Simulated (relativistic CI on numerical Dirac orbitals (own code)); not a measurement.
## Ligand-field terms of d7

Computed with a parametric ligand-field model of a d^n configuration (Racah B and C, spin-orbit zeta, crystal field), exact diagonalisation.

Field parameters in Wybourne normalisation: D3d B²₀ = −7Dσ, B⁴₀ = −14Dq − 21Dτ, B⁴₃ = −14√(10/7) Dq; D4h B²₀ = −7Ds, B⁴₀ = 21(Dq − Dt), B⁴₄ = 21√(5/14) Dq; Oh B⁴₀ = 21Dq, B⁴₄ = √(5/14) B⁴₀. The field is a parameter set, without covalency.

Question: Ground term and bands for B = 500, C = 2450, ζ = 0 cm⁻¹, D4h, 10Dq = 24750, Ds = -1030, Dt = 630 cm⁻¹?

Answer: Ground term 2B1 with 1.02 electrons in the two orbitals of the cubic e set. Spin-allowed: 2A1 902 cm⁻¹, 2E 17599 cm⁻¹ (568 nm), 2E 18605 cm⁻¹ (537 nm), 2E 21200 cm⁻¹ (472 nm). Lowest spin-forbidden: 4E 8035 cm⁻¹ (1244 nm), 4A2 14052 cm⁻¹ (712 nm), 4B2 26313 cm⁻¹ (380 nm).

Question: Ground term and bands for B = 770, C = 2870, ζ = 0 cm⁻¹, D3d, 10Dq = 11800, Dσ = -1200, Dτ = 250 cm⁻¹?

Answer: Ground term 4A2 with 2.00 electrons in the two orbitals of the cubic e set. Spin-allowed: 4E 60 cm⁻¹, 4A1 11203 cm⁻¹ (893 nm), 4E 12134 cm⁻¹ (824 nm), 4A2 18761 cm⁻¹ (533 nm). Lowest spin-forbidden: 2E 1059 cm⁻¹, 2A2 11992 cm⁻¹ (834 nm), 2A1 12628 cm⁻¹ (792 nm).

Question: Ground term and bands for B = 560, C = 2870, ζ = 0 cm⁻¹, D3d, 10Dq = 29800, Dσ = 1200, Dτ = 100 cm⁻¹?

Answer: Ground term 2E with 1.02 electrons in the two orbitals of the cubic e set. Spin-allowed: 2E 26843 cm⁻¹ (373 nm), 2A1 28062 cm⁻¹ (356 nm), 2E 28604 cm⁻¹ (350 nm), 2A2 28753 cm⁻¹ (348 nm). Lowest spin-forbidden: 4E 15713 cm⁻¹ (636 nm), 4A2 19306 cm⁻¹ (518 nm), 4E 44495 cm⁻¹ (225 nm).

Question: Ground term and bands for B = 640, C = 2380, ζ = 0 cm⁻¹, D4h, 10Dq = 6950, Ds = 1620, Dt = 970 cm⁻¹?

Answer: Ground term 4B2 with 3.00 electrons in the two orbitals of the cubic e set. Spin-allowed: 4E 2534 cm⁻¹, 4A2 5211 cm⁻¹ (1919 nm), 4B1 6950 cm⁻¹ (1439 nm), 4E 7224 cm⁻¹ (1384 nm). Lowest spin-forbidden: 2E 7410 cm⁻¹ (1350 nm), 2A1 9712 cm⁻¹ (1030 nm), 2B2 10077 cm⁻¹ (992 nm).

Question: A d7 ion in Oh symmetry has the ground term 2E and bands at 4T1 13094 cm⁻¹ (764 nm), 2T1 23315 cm⁻¹ (429 nm), 2T2 23936 cm⁻¹ (418 nm), 2T1 27343 cm⁻¹ (366 nm), 2T2 36994 cm⁻¹ (270 nm), 4T2 37014 cm⁻¹ (270 nm), 4T1 44234 cm⁻¹ (226 nm). Which parameters reproduce them?

Answer: B = 570, C = 2540, ζ = 0 cm⁻¹, Oh, 10Dq = 25250 cm⁻¹.
